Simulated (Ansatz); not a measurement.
Cartesian coordinates in Å:
```
Cl 0.6817 1.7623 2.3641
Si -0.2170 1.1264 0.6287
Si 0.9378 -0.0288 -1.0166
Ge -0.8101 -1.1309 0.2110
H -1.2108 2.1273 0.1701
H 2.2836 -0.5312 -0.6439
H 0.8389 0.3421 -2.4511
H -2.1809 -1.4253 -0.4071
H -0.3232 -2.2420 1.1449
```

The species carries charge 0 and has multiplicity 1.

Question: List the CAM-B3LYP/def2-TZVPP orbital energies in eV (the Gaussian-basis code of Ansatz). (Best estimate.)

Answer: The calculation gave: Occupied: -10852.08, -2764.46, -1802.02, -1801.16, -1356.37, -1207.32, -1207.31, -1207.30, -259.24, -198.29, -198.15, -198.15, -171.14, -146.51, -145.76, -121.43, -121.42, -121.41, -101.88, -101.81, -101.80, -101.09, -101.07, -101.06, -35.01, -34.97, -34.97, -34.96, -34.92, -24.85, -18.78, -15.81, -15.47, -12.64, -12.17, -11.68, -11.32, -11.17, -10.68, -8.25, -8.04. Lowest empty: -0.29, 0.58, 0.89, 1.23, 1.33, 2.50, 2.89, 3.50.
